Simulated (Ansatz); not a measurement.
Start from `N[SiH2][SiH2]S` and change one element to get `N[SiH2][SiH2][SeH]`.

Ansatz, PBE0-D4/def2-TZVP geometries, multiplicity 1. Each molecule was computed in one conformer, which needn't be the lowest.

Scalar relativity is left out up to krypton. Spin–orbit coupling is left out; it splits and shifts lone-pair levels of the heavy atoms by tenths of an eV.

```tsv
property	`N[SiH2][SiH2]S`
HOMO energy (PBE/def2-TZVPP) / eV	-6.03
LUMO energy (PBE/def2-TZVPP) / eV	-1.29
HOMO–LUMO gap (PBE/def2-TZVPP) / eV	4.74
HOMO energy (PBE0/def2-TZVPP) / eV	-7.35
HOMO–LUMO gap (PBE0/def2-TZVPP) / eV	6.89
size of the dipole moment (B3LYP/def2-TZVPP) / D	0.73
```

**Question.** What does the change do to each property? (Estimate.)

**Answer.** Computed: 
```tsv
property	`N[SiH2][SiH2][SeH]`	shift
HOMO energy (PBE/def2-TZVPP) / eV	-5.76	0.27
LUMO energy (PBE/def2-TZVPP) / eV	-1.40	-0.11
HOMO–LUMO gap (PBE/def2-TZVPP) / eV	4.37	-0.37
HOMO energy (PBE0/def2-TZVPP) / eV	-6.89	0.46
HOMO–LUMO gap (PBE0/def2-TZVPP) / eV	6.31	-0.58
size of the dipole moment (B3LYP/def2-TZVPP) / D	1.33	0.60
```

With PBE0 the HOMO rises by 0.46 eV and the LUMO falls by 0.12 eV, so the gap narrows by about 0.58 eV. PBE moves the HOMO by 0.27 eV and ωB97M-V by 0.56 eV. Dipoles are sizes alone; their direction can turn.

Positive LUMOs are unbound, so they and the gaps depend on the basis.

B3LYP here is the variant with VWN-RPA as its local correlation; programs differ in this.
